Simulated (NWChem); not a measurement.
Molecule: KOH; SMILES [OH][K]

Task: Give the equilibrium geometry at B3LYP/6-31G* (spherical d) (NWChem) as a list of bonds and angles, with the point group.

Result: point group C*v; any orientation.
Bond lengths (Å): K1–O2 2.231, O2–H3 0.965. Bond angles (°): K1–O2–H3 180.0.
